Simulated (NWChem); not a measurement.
# CH₄Sn, singlet; SMILES [SnH][CH3]

Program: NWChem. Low-valent species are run as closed-shell singlets; no triplet was tried in these runs. Structure relaxed at the PBE-D3(BJ)/def2-SVP (def2 core potentials past Kr) level.

### Question
What does the run give for PBE/STO-3G (all-electron, non-relativistic)? Quantities: highest occupied level (eV); orbital gap (eV); dipole (D).

### Answer
The highest occupied level (eV) comes out as -1.93. The orbital gap (eV) is 1.72 and the dipole (D) is 0.16.
